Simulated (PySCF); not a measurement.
Point-charge models of `CCn1cc([SiH3])nn1` against its computed dipole.

Coordinates (GFN2-xTB, Å) and charges (e) from the PBE0/pcSseg-1 density (PySCF):

```json
{"atom": "C1", "x": "-2.692", "y": "0.480", "z": "0.299", "Mulliken": "-0.2870", "IAO": "-0.4251", "Hirshfeld": "-0.1155", "ESP-fitted": "-0.1239"}
{"atom": "C2", "x": "-1.898", "y": "-0.771", "z": "-0.065", "Mulliken": "+0.0040", "IAO": "-0.1548", "Hirshfeld": "-0.0049", "ESP-fitted": "+0.0730"}
{"atom": "N3", "x": "-0.521", "y": "-0.644", "z": "0.324", "Mulliken": "-0.4343", "IAO": "+0.0376", "Hirshfeld": "+0.0474", "ESP-fitted": "+0.4946"}
{"atom": "C4", "x": "0.456", "y": "0.095", "z": "-0.245", "Mulliken": "+0.1679", "IAO": "-0.1283", "Hirshfeld": "-0.0255", "ESP-fitted": "-0.5784"}
{"atom": "C5", "x": "1.572", "y": "-0.113", "z": "0.541", "Mulliken": "-0.2086", "IAO": "-0.2497", "Hirshfeld": "-0.0954", "ESP-fitted": "+0.2966"}
{"atom": "Si6", "x": "3.314", "y": "0.554", "z": "0.412", "Mulliken": "+0.5488", "IAO": "+0.6200", "Hirshfeld": "+0.3142", "ESP-fitted": "+0.3105"}
{"atom": "N7", "x": "1.193", "y": "-0.961", "z": "1.532", "Mulliken": "-0.2516", "IAO": "-0.1875", "Hirshfeld": "-0.1413", "ESP-fitted": "-0.3240"}
{"atom": "N8", "x": "-0.038", "y": "-1.266", "z": "1.396", "Mulliken": "-0.0281", "IAO": "-0.1169", "Hirshfeld": "-0.0801", "ESP-fitted": "-0.3112"}
{"atom": "H9", "x": "-2.639", "y": "0.658", "z": "1.370", "Mulliken": "+0.1340", "IAO": "+0.1570", "Hirshfeld": "+0.0482", "ESP-fitted": "+0.0551"}
{"atom": "H10", "x": "-3.734", "y": "0.350", "z": "0.018", "Mulliken": "+0.1253", "IAO": "+0.1518", "Hirshfeld": "+0.0518", "ESP-fitted": "+0.0531"}
{"atom": "H11", "x": "-2.297", "y": "1.351", "z": "-0.219", "Mulliken": "+0.1186", "IAO": "+0.1442", "Hirshfeld": "+0.0427", "ESP-fitted": "+0.0306"}
{"atom": "H12", "x": "-2.293", "y": "-1.640", "z": "0.466", "Mulliken": "+0.1416", "IAO": "+0.1738", "Hirshfeld": "+0.0587", "ESP-fitted": "+0.0119"}
{"atom": "H13", "x": "-1.947", "y": "-0.955", "z": "-1.143", "Mulliken": "+0.1307", "IAO": "+0.1521", "Hirshfeld": "+0.0536", "ESP-fitted": "+0.0221"}
{"atom": "H14", "x": "0.302", "y": "0.680", "z": "-1.128", "Mulliken": "+0.0968", "IAO": "+0.1706", "Hirshfeld": "+0.0678", "ESP-fitted": "+0.2498"}
{"atom": "H15", "x": "3.290", "y": "1.986", "z": "0.732", "Mulliken": "-0.0897", "IAO": "-0.1223", "Hirshfeld": "-0.0788", "ESP-fitted": "-0.0898"}
{"atom": "H16", "x": "3.752", "y": "0.388", "z": "-0.979", "Mulliken": "-0.0975", "IAO": "-0.1235", "Hirshfeld": "-0.0797", "ESP-fitted": "-0.0978"}
{"atom": "H17", "x": "4.174", "y": "-0.179", "z": "1.331", "Mulliken": "-0.0707", "IAO": "-0.0988", "Hirshfeld": "-0.0633", "ESP-fitted": "-0.0722"}
```

Problem. What dipole does each set of charges give (1 e·Å = 4.803 D), and what does the density give?

Solution. The full density gives (-2.73, 1.81, -3.30) D, 4.65 D in size; dipole vectors point from the negative to the positive end.

| scheme | μx | μy | μz | size (D) | share of the full size (%) | angle to the full dipole (°) |
| --- | --- | --- | --- | --- | --- | --- |
| Mulliken | -1.64 | 2.68 | -3.25 | 4.52 | 97 | 18 |
| IAO | -2.07 | 1.65 | -2.89 | 3.92 | 84 | 4 |
| Hirshfeld | -2.16 | 0.81 | -1.82 | 2.94 | 63 | 12 |
| ESP-fitted | -2.78 | 1.81 | -3.27 | 4.65 | 100 | 1 |

Problem. Which set comes closest?

Solution. Length of the difference vector: ESP-fitted 0.06 D, IAO 0.80 D, Mulliken 1.40 D, Hirshfeld 1.87 D. Closest: ESP-fitted. ESP charges are fitted to the potential around the molecule, whose slowest-falling term is the dipole's. 

Problem. What is left for the Hirshfeld atoms' own dipoles?

Solution. The Hirshfeld atoms' densities add up to the full density, so μ = Σ q r + Σ (atomic dipoles). The atomic dipoles sum to (-2.73, 1.81, -3.30) − (-2.16, 0.81, -1.82) = (-0.57, 1.00, -1.48) D, 1.87 D in size.

Problem. With the origin at the mean of the coordinates, (0.000, 0.001, 0.273) Å, which are the largest single terms, by size, of the ESP-fitted dipole along the direction of the full one?

Solution. N7 +3.06, Si6 -2.73, N8 +1.89, C5 -1.65, H14 +1.30 D; all 17 atoms together +4.65 D. The single terms depend on the origin, their sum doesn't.

Problem. Give the size of the full dipole in other units.

Solution. 4.65 D = 1.830 au = 0.968 e·Å = 15.51 × 10⁻³⁰ C·m.

The structure is a single GFN2-xTB conformer in the gas phase; no vibrational or solvent corrections.

The run behind these numbers computed NMR shieldings as well. Time: 26 s; peak memory 0.84 GiB. Hardware: one thread, Arm Neoverse V1 (aarch64), no GPU, shared host.

Conformer computed: `[CH3:1][CH2:2][n:3]1[cH:4][c:5]([SiH3:6])[n:7][n:8]1`: C1–C2–N3–C4 -74°.
